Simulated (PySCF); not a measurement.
Compound: C4H11FOSi2.
Bonds: F1–Si2, Si2–O3, O3–Si4, Si2–C5, C5–C6, C6–C7, C7–C8, Si2–C8. Hydrogens: H9, H10, H11 on Si4; H12, H13 on C5; H14, H15 on C6; H16, H17 on C7; H18, H19 on C8.

All values: CAM-B3LYP/def2-SVPD (PySCF, non-relativistic), on one gas-phase PBE0-D3(BJ)/def2-SVP geometry that isn't relaxed in the solvent. The solvent is an IEF-PCM continuum (van der Waals radii × 1.2). Specific hydrogen bonds and non-electrostatic terms are outside this model.

Gas phase at CAM-B3LYP/def2-SVPD: HOMO -9.25 eV, LUMO 0.89 eV, dipole 1.60 D.

**Question.** What does the continuum do to the energy, the frontier levels and the dipole at CAM-B3LYP/def2-SVPD in chloroform and methanol?

**Answer.** 
| solvent | ε | E(solvent) − E(gas) (kcal/mol) | polarisation term (kcal/mol) | distortion of the solute (kcal/mol) | HOMO (eV) | LUMO (eV) | dipole (D) |
| --- | --- | --- | --- | --- | --- | --- | --- |
| chloroform | 4.711 | -1.82 | -1.95 | 0.13 | -9.11 | 0.94 | 1.87 |
| methanol | 32.61 | -2.46 | -2.69 | 0.23 | -9.08 | 0.93 | 1.97 |

The polarisation term is half the interaction of the solute with the surface charges that it induces; the rest is the cost of distorting the solute's density. The sum is the electrostatic part of solvation alone. From chloroform to methanol the lowering changes by a factor 1.35, Onsager's factor (ε − 1)/(2ε + 1) by 1.34 and ε itself by 6.9.

**Question.** Which radius a makes the point-dipole formula ΔE = −[(ε − 1)/(2ε + 1)]·μ²/a³ give the value in methanol, with the gas-phase dipole?

**Answer.** μ = 0.629 au and |ΔE| = 0.00392 Eh give a = 1.93 Å; the farthest nucleus lies 4.29 Å from the centroid of the nuclei, so such a sphere wouldn't even hold the nuclei. The formula assumes a rigid point dipole at the centre of a sphere.

**Question.** How does the static polarisability (CAM-B3LYP/def2-SVPD, frozen core, with the continuum's full static response) change?

**Answer.** 
```csv
medium,isotropic (au),principal values (au),⟨r²⟩ of the electrons (bohr²)
gas,96.2,"85.8, 92.5, 110.3",1642.5
chloroform,116.9,"107.2, 114.7, 128.7",1642.1
methanol,126.7,"118.8, 125.4, 135.8",1642.0
```

The isotropic value in methanol is 1.32 times the gas-phase one; no cavity-field correction is applied. ⟨r²⟩ is taken about the centre of nuclear charge.
